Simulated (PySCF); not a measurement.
How methods differ on the excitation energy of Mg

Mg [Ne] 3s2 (1S) → Mg [Ne] 3p2 (3P), as a difference of total energies. Computed with PySCF 2.14 in x2c-TZVPPall, with scalar relativity by spin-free X2C-1e. Correlated levels: valence and next inner shell: 1s2 frozen. The calculations carry no spin-orbit coupling.

```
                                method  excitation energy (eV)
                                   UHF                   6.356
    MP2 (valence and next inner shell)                   6.980
SCS-MP2 (valence and next inner shell)                   7.141
   CCSD (valence and next inner shell)                   7.125
CCSD(T) (valence and next inner shell)                   7.147
```

Q: How much does correlation contribute at CCSD(T) (valence and next inner shell)?

A: 7.147 − (6.356) = 0.791 eV, measured against UHF.

Errors of the correlated levels include the incompleteness of this basis and the frozen core.

The basis was made for the ground configuration and has no added diffuse functions, so the excitation energy can come out too high.

For comparison: 7.173 eV (measured; NIST levels, between the centres of gravity of the two terms).
